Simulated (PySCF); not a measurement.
Species: C₁₀H₁₂O.
SMILES with atom numbers: `[CH3:1][O:2][c:3]1[cH:4][cH:5][cH:6][c:7]2[c:8]1[CH2:9][CH2:10][CH2:11]2`

Geometry (GFN2-xTB, Å), atoms numbered from 1 in this order:
```xyz
23
C10H12O angstrom
C      3.1311   -0.9328   -1.0542
O      1.7357   -1.0383   -0.9270
C      1.0675   -0.0537   -0.2546
C      1.6548    1.0744    0.3134
C      0.8774    2.0156    0.9704
C     -0.4947    1.8663    1.0814
C     -1.0773    0.7421    0.5264
C     -0.3101   -0.2075   -0.1308
C     -1.1633   -1.3274   -0.6465
C     -2.4813   -1.1419    0.1215
C     -2.5252    0.3469    0.5008
H      3.4431   -1.8150   -1.6119
H      3.4195   -0.0337   -1.6095
H      3.6264   -0.9294   -0.0773
H      2.7207    1.2310    0.2519
H      1.3593    2.8796    1.4043
H     -1.0908    2.6068    1.5931
H     -1.3113   -1.2140   -1.7238
H     -0.7076   -2.3023   -0.4761
H     -2.4575   -1.7449    1.0305
H     -3.3478   -1.4453   -0.4640
H     -3.0237    0.5212    1.4543
H     -3.0495    0.9292   -0.2622
```

NICS is the negative of the GIAO shielding at a point without a nucleus: at the ring centre (0) and 1 Å above and below it (1); zz is the component along the ring normal. Level: GIAO PBE0/pcSseg-1 (PySCF, non-relativistic, gas phase) on the GFN2-xTB geometry, one conformer.

Ring bond lengths (Å), with Mayer bond orders in brackets: C3–C4 1.393 (1.38), C4–C5 1.386 (1.44), C5–C6 1.385 (1.45), C6–C7 1.382 (1.42), C7–C8 1.386 (1.41), C8–C3 1.392 (1.37); C7–C8 1.386 (1.41), C8–C9 1.499 (1.03), C9–C10 1.537 (1.03), C10–C11 1.537 (1.04), C11–C7 1.501 (1.02).

Give the NICS values of each ring in ppm.

| ring | type | NICS(0) | NICS(1), two faces | NICS(1)zz, two faces | rms pucker (Å) | centre to ring atoms, mean (Å) |
| --- | --- | --- | --- | --- | --- | --- |
| C3–C4–C5–C6–C7–C8 | 6-membered carbocycle; formal bonds all aromatic | -9.3 | -10.9 / -11.2 | -25.9 / -26.5 | 0.00 | 1.39 |
| C7–C8–C9–C10–C11 | 5-membered carbocycle; formal bonds 1 aromatic, 4 single | -1.3 | -1.8 / -3.1 | 0.8 / 0.0 | 0.12 | 1.26 |

What can be read from them?

- C3–C4–C5–C6–C7–C8: mean NICS(1)zz -26.2 ppm, shielded, aromatic by this magnetic criterion (flat ring, no four-coordinate atom), though in fused rings the probe also feels the neighbouring ring.
- C7–C8–C9–C10–C11: mean NICS(1)zz 0.4 ppm, near zero. C9, C10, C11 have four or more neighbours, so the value isn't read as a sign of a π ring current.

What does the geometric index give? HOMA = 1 − mean of α(R − Ropt)² over the ring bonds, with Krygowski's 1993 parameters (CC: Ropt 1.388 Å, α 257.7 Å⁻²).

- C3–C4–C5–C6–C7–C8: HOMA 1.00 = 1 − EN − GEO, with mean bond length 1.387 Å, EN = α(Ropt − mean)² = 0.000 and GEO = α × variance = 0.004. The geometric and the magnetic index point the same way.

Give the inner angles of the rings and the Hirshfeld charges of the ring atoms.

- C3–C4–C5–C6–C7–C8: C3 118.1° (+0.069 e), C4 120.4° (-0.086 e), C5 121.4° (-0.056 e), C6 118.2° (-0.071 e), C7 120.9° (0.000 e), C8 120.9° (-0.019 e); sum 720.0° against 720° for a flat convex ring.
- C7–C8–C9–C10–C11: C7 110.2° (0.000 e), C8 111.1° (-0.019 e), C9 103.1° (-0.073 e), C10 105.4° (-0.066 e), C11 103.4° (-0.070 e); sum 533.1° against 540° for a flat convex ring.

What are the shieldings of the ring atoms and their hydrogens in the same run (means over atoms taken as equivalent)?

```csv
atoms,environment,σ isotropic (ppm),"principal values of the symmetric part, first atom (ppm)"
C3,aromatic carbon bearing oxygen,23.9,"-50.8, 12.5, 110.1"
C4,aromatic CH carbon,76.9,"-9.4, 59.2, 181.0"
C5,aromatic CH carbon,54.0,"-53.7, 43.0, 172.5"
C6,aromatic CH carbon,65.2,"-34.1, 56.2, 173.6"
C7,substituted aromatic carbon,35.4,"-59.7, 20.3, 145.6"
C8,substituted aromatic carbon,49.8,"-25.9, 32.9, 142.4"
C9,benzylic-type carbon,153.8,"130.9, 160.1, 170.4"
C10,ring CH2 carbon,158.3,"130.5, 171.3, 173.2"
C11,benzylic-type carbon,149.7,"120.6, 157.8, 170.8"
H15,aromatic hydrogen,25.13,"20.6, 25.4, 29.4"
H16,aromatic hydrogen,24.31,"20.5, 25.5, 26.9"
H17,aromatic hydrogen,24.55,"20.5, 25.1, 28.0"
H18 (×2),methylene hydrogen,28.71,"23.3, 28.3, 34.8"
H20 (×2),methylene hydrogen,29.63,"24.1, 28.4, 36.4"
```

The list is cut; further classes of hydrogen are left out.
